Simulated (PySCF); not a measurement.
## Stretching CuN

Set-up: Cu def2-TZVPP, N def2-TZVPP; no relativity (PySCF 2.14). Energies in eV from Cu (3d10 4s1) + N in their ground configurations at the same level. State: ³Σ⁻ (triplet), unpaired electrons π ↑↑.

All columns are PBE0. A positive dipole means Cu(−)N(+).

```
R (Å)  E (eV)  μ (D)  Mulliken charge on Cu (basis-dependent)  HOMO (eV)  LUMO (eV)  Mayer bond order  ⟨S²⟩
1.562  -1.061  -3.40                                     0.42      -6.33      -2.34              1.63  2.04
1.634  -1.435  -3.53                                     0.34      -6.32      -2.38              1.52  2.04
1.707  -1.634  -3.62                                     0.29      -6.31      -2.42              1.42  2.05
1.762  -1.702  -3.66                                     0.27      -6.29      -2.44              1.35  2.06
1.816  -1.718  -3.69                                     0.25      -6.27      -2.46              1.28  2.06
1.871  -1.696  -3.70                                     0.25      -6.24      -2.49              1.22  2.07
1.943  -1.624  -3.69                                     0.24      -6.20      -2.52              1.14  2.09
2.034  -1.492  -3.64                                     0.24      -6.14      -2.56              1.05  2.13
2.143  -1.302  -3.50                                     0.24      -6.06      -2.61              0.94  2.19
2.288  -1.042  -3.20                                     0.22      -5.95      -2.66              0.80  2.30
```

A fit through these points gives, at Re = 1.809 Å, μ = -3.68 D and dμ/dR = -0.377 D/Å; the reduced mass is 11.45 u.

Problem. How strong is the fundamental in the double-harmonic approximation, I = 42.26·(dμ/dR)²/μred km/mol?

Solution. I = 42.26·(-0.377)²/11.45 = 0.525 km/mol at PBE0.

⟨S²⟩ of the unrestricted solution departs from its pure value on part of the curve, where spin states mix. With d or f electrons several states lie close, and the lowest PBE0 determinant need not be the measured ground state.
